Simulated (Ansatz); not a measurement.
Reaction (cleavage of the Si–Si bond): `O[SiH]([SiH3])S` + `O[SiH2][AlH2]` → `[AlH2][SiH2]O[SiH3]` + `O[SiH2]S`

Computed with Ansatz on PBE0-D4/def2-TZVP structures; ΔE is electronic, products minus reactants. CBS: MP2 limit from def2 TZ/QZ plus the TZ coupled-cluster correction, frozen cores. Each species was taken in one conformer, which may not be the lowest.

```
              species  CCSD(T)/CBS(def2) energy (Eh)
    `O[SiH]([SiH3])S`                    -1054.78504
      `O[SiH2][AlH2]`                     -609.28590
`[AlH2][SiH2]O[SiH3]`                     -899.60510
           `O[SiH2]S`                     -764.50758
```

(1) Work out ΔE.

Largest T1 diagnostic among the species: 0.012.

## Answers

(1) ΔE = (-899.60510) + (-764.50758) − (-1054.78504) − (-609.28590) = -0.04174 Eh = -26.2 kcal/mol.

From PBE to PBE0 (25 % exact exchange), in def2-TZVPP and without D4, ΔE moves by −2.2 kcal/mol. In def2-TZVPP, CCSD(T) changes the Hartree–Fock value by +6.7 kcal/mol (the triples alone add +0.9 kcal/mol) and MP2 by +5.1 kcal/mol.
